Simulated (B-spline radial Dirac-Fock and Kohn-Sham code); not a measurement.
# Tm 4s: cross section and angular parameters

System: neutral thulium in the configuration [Xe] 4f13 6s2; threshold 470.9 eV (tabulated edge). Level of theory: Dirac-Hartree-Slater photoionisation with a Latter tail; cross sections with all multipoles, angular parameters from the dipole term and its interference with E2; a radial B-spline solver.

For linearly polarised light dσ/dΩ = σ/(4π) [1 + β P₂(cos θ) + (δ + γ cos²θ) sin θ cos φ], with θ from the polarisation vector and φ the angle between the beam and the projection of the electron momentum on the plane normal to the polarisation.

```csv
hν (eV),σ (kb),β,γ
536,79.1,1.834,0.507
565,75.4,1.846,0.536
571,74.7,1.848,0.539
600,71.7,1.858,0.553
661,65.6,1.875,0.571
712,61.0,1.886,0.579
894,47.1,1.910,0.568
1110,35.6,1.925,0.524
1140,34.3,1.926,0.517
2430,10.7,1.952,0.210
2984.4,?,?,?
3270,6.43,1.957,0.065
4300,3.92,1.961,-0.051
6000,2.12,1.964,-0.139
6150,2.02,1.965,-0.142
11000,0.646,1.968,-0.017
15000,0.342,1.968,0.234
```

Task: Give the values at Ag Lα (2984.4 eV).

Result: σ = 7.56 kb, β = 1.956, γ = 0.109. For an s subshell δ is negligible.

Values without a named source are computed, but for edge energies of neutral atoms, which are taken from tables.
